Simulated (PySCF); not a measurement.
# Working out the excitation energy of P

P [Ne] 3s2 3p3 (4S) → P [Ne] 3s2 3p2 4s1 (4P). Calculation: PySCF 2.14, in aug-cc-pV(D+d)Z (5s4p3d, 32 functions); no relativity, point nucleus. Frozen: [Ne]. Energies in hartree (1 hartree = 27.21139 eV):

| part | P (lower) | P (upper) |
| --- | --- | --- |
| UHF | -340.709958 | -340.451529 |
| CCSD correlation | -0.087235 | -0.083930 |
| (T) | -0.001697 | -0.001895 |

Q: What does Hartree-Fock give?

A: (-340.451529) − (-340.709958) = 0.258429 hartree = 7.032 eV.

Q: What do CCSD and CCSD(T) give?

A: The CCSD correlation energies differ by 0.003305 hartree = 0.090 eV and the triples by -0.000198 hartree = -0.005 eV, so CCSD gives 7.122 eV and CCSD(T) 7.117 eV.

Measured between the centres of the two terms (NIST): 6.967 eV, so CCSD(T) (valence) is off by 0.150 eV.

What remains against the reference includes basis incompleteness, the frozen core and higher excitations.
